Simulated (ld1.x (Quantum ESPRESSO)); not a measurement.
# Transferability test, ultrasoft potential for oxygen (O)

ld1.x (Quantum ESPRESSO) 7.5 input, shortened:

```
&input
   title='O', zed=8., rel=0, dft='PBE', iswitch=3,
   config='[He] 2s2 2p3'
 /
 &inputp
   pseudotype=3, tm=.true., lloc=-2, rcloc=0.85,
   nlcc=.true., rcore=1.10,
   which_augfun='PSQ', rmatch_augfun=1.00
 /
4
2S  1  0   2.00   0.00  0.95  1.05  0.0
2S  1  0   0.00   1.05  0.95  1.05  0.0
2P  2  1   3.00   0.00  1.20  1.45  0.0
2P  2  1   0.00   0.70  1.20  1.45  0.0
 &test
   configts(1)='2s2 2p3'
 /
```

Energies are relative to the spin-unpolarised reference configuration 2s2 2p3; without spin polarisation the order of configurations can differ from experiment. The frozen-core shift is the all-electron ΔE with the core orbitals held at their reference shape minus the fully relaxed ΔE.

```csv
valence configuration,charge,ΔE all-electron (eV),error AE − PS (meV),frozen-core shift (meV)
2s2 2p4,0,-16.439,+9.5,+0.1
2s2 2p2,+2,33.594,+22,+0.6
2s2 2p1,+3,87.466,+120,+5.0
2s2 2p0,+4,164.368,+437,+20
2s1 2p5,0,-1.543,+34,+0.4
2s2 2p4.3,-0.3,-18.564,+13,+0.1
2s2 2p3.5,+0.5,-10.149,+3.1,0.0
```
